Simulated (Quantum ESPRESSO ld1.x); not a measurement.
Results of a calculation; reference values are marked as such.
Problem. The osmium ion Os57+, configuration [Ne] 3s1 3p6 3d1 4s1 (not the ground configuration). Level of theory: scalar-relativistic Kohn-Sham, LDA (Slater exchange, Perdew-Wang correlation), spin-polarised, spherical densities, point nucleus; open shells are filled with parallel spins first (ld1.x of Quantum ESPRESSO 7.5). Some entries of the table are withheld. Estimate them.

| orbital | occ. | eigenvalue (eV) | <1/r> (bohr^-1) | r(max) (bohr) |
|---|---|---|---|---|
| 1s up | 1 | -78052.6 | 90.45 | 0.01103 |
| 1s down | 1 | -78045.7 | 90.45 | 0.01103 |
| 2s up | 1 | -16973.4 | 21.34 | 0.06320 |
| 2s down | 1 | -16962.1 | 21.35 | 0.06319 |
| 2p up | 3 | -15336.8 | 19.19 | 0.05196 |
| 2p down | 3 | -15326.9 | 19.19 | 0.05196 |
| 3s up | 1 | -6574.39 | 8.491 | 0.1717 |
| 3s down | 0 | -6555.85 | 8.485 | 0.1717 |
| 3p up | 3 | -6091.56 | 7.861 | (1) |
| 3p down | 3 | -6073.18 | 7.856 | (2) |
| 3d up | 1 | -5654.74 | 7.427 | 0.1343 |
| 3d down | 0 | -5635.93 | 7.428 | 0.1342 |
| 4s up | 1 | -3427.21 | 4.424 | 0.3458 |
| 4s down | 0 | -3409.05 | 4.424 | 0.3458 |

Solution. 
(1) 3p up r(max) (bohr): 0.1686
(2) 3p down r(max) (bohr): 0.1686
